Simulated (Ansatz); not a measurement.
# CH5AlSn: where a starting geometry ends

The starting geometry of this gas-phase singlet was optimised with GFN2-xTB; its bonds are those of `[AlH2][CH2][SnH]`.

```yaml
atoms:
  - { symbol: C, position_ang: [0.0538, 0.9089, 1.2247] }
  - { symbol: Al, position_ang: [-0.3562, -0.7059, 2.3136] }
  - { symbol: Sn, position_ang: [-0.6261, 1.4376, -0.8626] }
  - { symbol: H, position_ang: [1.1594, 0.9022, 1.1988] }
  - { symbol: H, position_ang: [-0.2328, 1.7680, 1.8620] }
  - { symbol: H, position_ang: [0.7405, -1.7026, 2.7705] }
  - { symbol: H, position_ang: [-1.7774, -1.0758, 2.8201] }
  - { symbol: H, position_ang: [0.6480, 0.3979, -1.6586] }
```

Problem. Where would you expect an optimisation with r2SCAN-D4/def2-SVP to take it?

Solution. A new bond forms, giving a structure with H8 bridging Sn3 and Al2, given below by its coordinates. Distances that change by over a tenth: Al2–H8 (4.24 → 1.95 Å). Contacts that close: Al2–Sn3 (3.84 → 2.92 Å).

The energy falls by 0.44 eV over 24 steps:

| step | E − E(last) (eV) |
| --- | --- |
| 1 | 0.436 |
| 4 | 0.283 |
| 6 | 0.273 |
| 9 | 0.267 |
| 11 | 0.265 |
| 14 | 0.245 |
| 16 | 0.144 |
| 19 | 0.002 |
| 21 | 0.000 |
| 24 | 0.000 |

Final geometry (Å):

```xyz
8

C     0.1806    1.2863    1.4875
Al   -0.2205   -0.6409    1.6880
Sn   -0.3464    1.1335   -0.6288
H     1.2769    1.4380    1.5615
H    -0.3178    2.1419    1.9681
H     1.0172   -1.6133    1.9386
H    -1.7400   -1.0887    1.9102
H    -0.2407   -0.7267   -0.2566
```

Frequencies at the end are all real (lowest 108 cm⁻¹). Atoms past krypton carry core potentials, without spin–orbit terms. Run with Ansatz 0.2.0, 96 s on 1 thread of Arm Neoverse V2 (shared host).
